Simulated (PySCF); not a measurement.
H3B3O3, triplet, at a GFN2-xTB geometry (a higher spin typed on purpose: for a closed-shell molecule this is an excited state). Base run: DF-B3LYP/pcseg-1 run with PySCF.

PySCF was given this input:
```python
from pyscf import gto, scf, dft

mol = gto.Mole()
mol.atom = '''
    B    -0.579297    1.234690    0.548000
    O    -1.391448   -0.011194    0.253351
    B    -0.712762   -1.079500   -0.103568
    O     0.612727   -1.178703   -0.332190
    B     1.379527    0.029749   -0.325058
    O     0.727033    1.071838    0.119027
    H    -1.172806    2.106937   -0.042589
    H    -1.347548   -2.079495   -0.215197
    H     2.496513   -0.007675   -0.660589
'''
mol.basis = 'pcseg-1'
mol.charge = 0
mol.spin = 2
mol.verbose = 4
mol.build()

mf = dft.UKS(mol)
mf.xc = 'b3lyp'
mf = mf.density_fit(auxbasis='def2-universal-jkfit')
mf.kernel()
mf.analyze()
```

Variants of this job, named by their change:

```
change                                                                                                                                                       basis functions      E (Eh)  HOMO (eV)  dipole (D)
-----------------------------------------------------------------------------------------------------------------------------------------------------------  ---------------  ----------  ---------  ----------
base                                                                                                                                                                      99  -302.03623      -4.38        1.64
basis = x2c-SVPall; relativity = spin-free X2C (without mf = mf.density_fit(auxbasis='def2-universal-jkfit'))                                                             99  -302.04772      -4.27        1.60
basis = ANO-RCC-VDZP; relativity = spin-free X2C; nucleus = Gaussian (with mol.nucmod = 'G'; without mf = mf.density_fit(auxbasis='def2-universal-jkfit'))                99  -302.38370      -4.26        1.52
basis = ANO-RCC-VDZP; relativity = none (without mf = mf.density_fit(auxbasis='def2-universal-jkfit'))                                                                    99  -302.18614      -4.27        1.51
basis = jorge-DZP-DKH; relativity = spin-free X2C; nucleus = Gaussian (with mol.nucmod = 'G'; without mf = mf.density_fit(auxbasis='def2-universal-jkfit'))              105  -302.32425      -4.28        1.65
basis = x2c-SVPall; relativity = none (without mf = mf.density_fit(auxbasis='def2-universal-jkfit'))                                                                      99  -301.86944      -4.27        1.60
basis = jorge-DZP-DKH; relativity = spin-free X2C (without mf = mf.density_fit(auxbasis='def2-universal-jkfit'))                                                         105  -302.32430      -4.28        1.65
basis = x2c-SVPall; relativity = spin-free X2C; nucleus = Gaussian (with mol.nucmod = 'G'; without mf = mf.density_fit(auxbasis='def2-universal-jkfit'))                  99  -302.04768      -4.27        1.60
basis = ANO-RCC-VDZP; relativity = spin-free X2C (without mf = mf.density_fit(auxbasis='def2-universal-jkfit'))                                                           99  -302.38374      -4.26        1.52
basis = jorge-DZP-DKH; relativity = none (without mf = mf.density_fit(auxbasis='def2-universal-jkfit'))                                                                  105  -302.13855      -4.28        1.65
```

Totals shift with the method and basis; they matter in differences.

Open shells are given as the SCF converged; they aren't shown to be the lowest states, and a large step between rows can be another state.

Basis sets contracted for a relativistic Hamiltonian are a mismatch without it, so the rows without relativity aren't non-relativistic limits. No row has spin-orbit coupling; sets with core potentials leave out the core electrons.
